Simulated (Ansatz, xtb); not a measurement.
Relative energy of two structures of AuH4NSiSn

Structure I: a singlet given by its coordinates. Structure II: a singlet given by its coordinates. Both are isolated molecules in the gas phase, relaxed with PBE0-D3(BJ)/def2-SVP.

I (Å):

```xyz
8

Au    0.5367   -0.7269   -1.8795
N     0.4907    0.3944    1.3997
Si   -0.2041    0.8617   -0.1438
Sn    1.4779   -1.2226    0.6390
H     0.4038    0.8124    2.3217
H    -1.7020    0.8178   -0.1508
H     0.2417    2.2170   -0.6020
H     0.7158   -1.4518   -3.3576
```

Close contacts (Å): Au1–Si3 2.47, Au1–Sn4 2.73, N2–Si3 1.76, N2–Sn4 2.04, Si3–Sn4 2.79, Au1–H8 1.66, N2–H5 1.02, Si3–H6 1.50, Si3–H7 1.50.

II (Å):

```yaml
atoms:
  - { symbol: Au, position_ang: [0.6422, -1.9265, -0.6205] }
  - { symbol: N, position_ang: [-0.1237, 1.2155, -0.2501] }
  - { symbol: Si, position_ang: [-1.1768, -0.3594, -0.2508] }
  - { symbol: Sn, position_ang: [1.8851, 0.4411, -1.1100] }
  - { symbol: H, position_ang: [-0.5075, 1.9554, -0.8388] }
  - { symbol: H, position_ang: [2.4501, 0.3477, 0.5867] }
  - { symbol: H, position_ang: [-1.5104, -0.1792, -1.7383] }
  - { symbol: H, position_ang: [0.0347, 1.5979, 0.6819] }
```

Close contacts (Å): Au1–Si3 2.43, Au1–Sn4 2.72, N2–Si3 1.89, N2–Sn4 2.32, N2–H5 1.02, N2–H8 1.02, Si3–H7 1.54, Sn4–H6 1.79.

Q: Estimate which is lower in electronic energy at CCSD(T)/def2-SVP + ΔMP2/def2-TZVPP, and by roughly how much.

A: Not settled: CCSD(T)/def2-SVP + ΔMP2/def2-TZVPP gives E(II) − E(I) = +0.288 eV, but this leans on the basis-set step: CCSD(T) alone gives −0.083 eV.

Level by level:

```csv
level,geometry,E(II) − E(I) (eV),departure from the last row (eV),"job, with rough time for the two"
PBE0-D3(BJ)/def2-SVP,PBE0-D3(BJ)/def2-SVP,−0.052,−0.340,"optimisation, 78 s"
HF/def2-SVP,PBE0-D3(BJ)/def2-SVP,−0.154,−0.443,part of the CCSD(T) run
MP2/def2-SVP,PBE0-D3(BJ)/def2-SVP,+0.050,−0.238,part of the CCSD(T) run
CCSD(T)/def2-SVP,PBE0-D3(BJ)/def2-SVP,−0.083,−0.371,single point
CCSD(T)/def2-SVP + ΔMP2/def2-TZVPP,PBE0-D3(BJ)/def2-SVP,+0.288,,"single point, 80 s"
```

PBE0-D3(BJ)/def2-SVP, HF/def2-SVP, CCSD(T)/def2-SVP put the two in the other order. The largest departure from CCSD(T)/def2-SVP + ΔMP2/def2-TZVPP is that of HF/def2-SVP, 0.443 eV. Levels run at GFN2-xTB geometries aren't shown. The last row adds to CCSD(T) the change of the MP2 difference between the two basis sets, here +0.371 eV, a large step that makes the value less sure.

With harmonic frequencies from PBE0-D3(BJ)/def2-SVP (ideal gas, rigid rotor, one conformer each, 298.15 K, 1 atm): the zero-point term adds +0.098 eV; ΔH is +0.383 and ΔG +0.390 eV.

The correlated steps freeze 10 core orbitals; the filled d shell of Sn is correlated; the last core shell of Au is correlated, in a basis made for valence electrons. Atoms past krypton carry core potentials in the def2 sets and no spin–orbit term is included. Mirror images aren't counted in ΔG. Run with Ansatz 0.2.0; the last row on 2 threads of Arm Neoverse V1 on a shared host.
